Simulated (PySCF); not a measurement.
**Level sweep**

H12OSi5.
Cartesian coordinates in Å at the PBE0-D3(BJ)/def2-SVP level; atoms count from 1:
```
atom  x, y, z in Å
Si1   -1.2938    2.0838    0.0832
O2    -0.7068    0.8316    1.0044
Si3   -0.3976   -0.8061    0.8402
Si4   -2.2650   -1.8995   -0.0760
Si5    1.4925   -1.0163   -0.5434
Si6    2.8709    0.8123   -0.0359
H7    -2.7683    1.9312   -0.1070
H8    -1.0055    3.3621    0.7891
H9    -0.6383    2.0864   -1.2613
H10   -0.0792   -1.3467    2.1964
H11   -2.5739   -1.2922   -1.4089
H12   -1.9498   -3.3491   -0.2700
H13   -3.4720   -1.7718    0.7983
H14    2.1986   -2.3114   -0.2860
H15    1.0970   -0.9680   -1.9878
H16    4.1539    0.7706   -0.8029
H17    3.1780    0.8097    1.4271
H18    2.1514    2.0795   -0.3718
```

PySCF, dipoles from the SCF density, polarisabilities from static response with core orbitals frozen. One conformer (not necessarily the lowest) at the PBE0-D3(BJ)/def2-SVP geometry, without solvent, vibrations or thermal averaging.

Problem. Compare the levels for these properties.

Solution. 

```tsv
level	μ (D)	α (Å³)	anisotropy (Å³)
LDA/def2-SVPD	0.341	24.23	9.31
PBE/def2-SVPD	0.304	23.55	8.94
B3LYP/def2-SVPD	0.356	22.63	8.13
PBE0/def2-SVPD	0.358	22.56	8.13
BHandHLYP/def2-SVPD	0.410	21.65	7.34
CAM-B3LYP/def2-SVPD	0.398	22.19	7.56
wB97X-D/def2-SVPD	0.376	22.20	7.56
LC-wPBE/def2-SVPD	0.405	21.71	7.14
HF/def2-SVPD	0.434	20.51	6.34
PBE0/6-31G*	0.380	18.91	7.75
PBE0/6-31+G*	0.455	20.84	7.72
PBE0/def2-SVP	0.387	20.23	7.34
PBE0/aug-cc-pVDZ	0.317	22.96	8.25
PBE0/def2-TZVP	0.299	21.86	8.14
```

The anisotropy is √(½[(α1 − α2)² + (α2 − α3)² + (α3 − α1)²]). The dipole runs from 0.30 D (PBE0/def2-TZVP) to 0.45 D (PBE0/6-31+G*). No reference polarisability is at hand; against PBE0 in the largest diffuse basis at hand (aug-cc-pVDZ) the other PBE0 rows deviate by 6-31G* -18%, 6-31+G* -9%, def2-SVP -12%, def2-SVPD -2%, def2-TZVP -5%. In one basis (def2-SVPD) the functionals order the polarisability from HF (lowest) to LDA (highest), a spread of 18%. With PBE0 the polarisability is 20.33 Å³ without diffuse functions (mean of 6-31G*, def2-SVP and def2-TZVP) and 22.12 Å³ with them (mean of 6-31+G*, def2-SVPD and aug-cc-pVDZ).
